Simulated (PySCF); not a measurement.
Positional isomers: silole fluoro. Gas-phase values, no solvent. Strings in code marks are SMILES.

The vertical ionisation energy (Delta-SCF) from two functionals at the same geometries (PBE0-D3(BJ)/def2-TZVP), both in PySCF: PBE-D3(BJ)/def2-TZVP and ωB97X-D3(BJ)/def2-TZVP. Delta-SCF ions had no search for a lower state. 

| species | PBE-D3(BJ)/def2-TZVP (eV) | ωB97X-D3(BJ)/def2-TZVP (eV) |
|---|---|---|
| `FC1=CC=C[SiH2]1` | 8.63 | 8.81 |
| `FC1=C[SiH2]C=C1` | 8.90 | 9.10 |
| `[SiH]1(F)C=CC=C1` | 9.07 | 9.19 |

Over these rows, drawn at random from the members with no instability flagged (it was tested for open shells, ions and some series alone), PBE minus ωB97X-D3(BJ): mean -0.17 eV, from -0.20 eV to -0.12 eV.
